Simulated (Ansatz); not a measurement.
`N[CH2][InH2]` and `[SiH3][CH2][InH2]` differ in one atom or group.

Ansatz, PBE0-D4/def2-TZVP geometries, multiplicity 1. Each molecule was computed in one conformer, which needn't be the lowest.

Elements past krypton have def2 core potentials.

| property | `N[CH2][InH2]` |
| --- | --- |
| HOMO energy (ωB97M-V/def2-TZVPP) / eV | -8.82 |
| HOMO–LUMO gap (PBE/def2-TZVPP) / eV | 2.90 |
| ideal-gas entropy at 298 K and 1 bar (rigid rotor, harmonic PBE0-D4/def2-TZVP) / J/(mol·K) | 324 |
| HOMO energy (PBE/def2-TZVPP) / eV | -5.17 |
| HOMO energy (B3LYP/def2-TZVPP) / eV | -6.32 |
| size of the dipole moment (ωB97M-V/def2-TZVPP) / D | 1.50 |

(1) What does the change do to each property? (Estimate.)

## Answers

(1) Ansatz gave: 
```json
{"property": "HOMO energy (ωB97M-V/def2-TZVPP) / eV", "`[SiH3][CH2][InH2]`": "-9.72", "shift": "-0.90"}
{"property": "HOMO–LUMO gap (PBE/def2-TZVPP) / eV", "`[SiH3][CH2][InH2]`": "4.00", "shift": "1.10"}
{"property": "ideal-gas entropy at 298 K and 1 bar (rigid rotor, harmonic PBE0-D4/def2-TZVP) / J/(mol·K)", "`[SiH3][CH2][InH2]`": "351", "shift": "27"}
{"property": "HOMO energy (PBE/def2-TZVPP) / eV", "`[SiH3][CH2][InH2]`": "-6.48", "shift": "-1.31"}
{"property": "HOMO energy (B3LYP/def2-TZVPP) / eV", "`[SiH3][CH2][InH2]`": "-7.38", "shift": "-1.06"}
{"property": "size of the dipole moment (ωB97M-V/def2-TZVPP) / D", "`[SiH3][CH2][InH2]`": "1.05", "shift": "-0.45"}
```

With PBE0 the HOMO falls by 1.06 eV and the LUMO falls by 0.22 eV, so the gap widens by about 0.84 eV. PBE moves the HOMO by -1.31 eV and ωB97M-V by -0.90 eV. The zero-point energy changes by -6.7 kJ/mol with +3 modes. Dipoles are sizes alone; their direction can turn.

B3LYP here is the variant with VWN-RPA as its local correlation; programs differ in this.
